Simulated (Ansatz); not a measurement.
Born–Oppenheimer molecular dynamics of F₃H₇HfOSi₂ (14 atoms, charge 0, multiplicity 1). It starts at the highest image of a converged band, a first-order saddle point between two minima.

Theory: RKS PBE/def2-SVP (Ansatz).

```yaml
ensemble: NVE (velocity Verlet)
time_step: 0.5 fs
steps_asked: 200
starting_velocities_drawn_for: 100 K
seed: 9380
```

First frame:

```xyz
14
Properties=species:S:1:pos:R:3
Hf 0.130 -0.244 0.025
O -0.267 -0.361 2.128
Si -1.341 -0.055 3.432
H -2.593 -0.858 3.244
H -0.643 -0.462 4.695
H -1.641 1.412 3.430
F 1.441 1.135 -0.183
F -1.654 0.442 -0.201
F 0.191 -1.388 -1.519
Si 1.528 -2.638 1.059
H 0.842 -3.857 0.504
H 2.719 -2.324 0.182
H 2.088 -2.998 2.416
H 0.389 -1.313 1.921
```

Task: How far do the bonds stretch over the last three quarters of this one trajectory? (Pairs bonded in most of those frames.)

Result: 
```csv
bond,mean (Å),spread (Å),shortest,longest
Hf1–O2,2.354,0.110,2.18,2.52
Hf1–F7,1.915,0.010,1.90,1.93
Hf1–F8,1.934,0.019,1.91,1.97
Hf1–F9,1.916,0.006,1.91,1.92
Hf1–Si10,2.844,0.050,2.76,2.91
O2–Si3,1.745,0.013,1.71,1.76
O2–H14,1.008,0.015,0.98,1.04
Si3–H4,1.498,0.002,1.49,1.50
Si3–H5,1.499,0.005,1.49,1.51
Si3–H6,1.496,0.013,1.48,1.51
Si10–H11,1.513,0.013,1.49,1.53
Si10–H12,1.515,0.037,1.46,1.57
Si10–H13,1.546,0.037,1.48,1.61
```

Pairs bonded in part of these frames only: Hf1–H14 38 %.

Mean temperature of the second half: 161 K. The conserved energy stayed within 0.039 meV per atom of its start (net change 0.02 meV per atom), so the integration is sound. The kinetic energy rose, since the run started high on the potential surface and went downhill. A run of 0.1 ps of so small a system gives no equilibrium averages. The orbitals stay closed-shell, which can raise the energy where a bond breaks towards radicals; this wasn't checked here.

Time of the run: 9.5 min on 4 threads of Arm Neoverse V2 (shared host), peak memory 0.25 GiB.
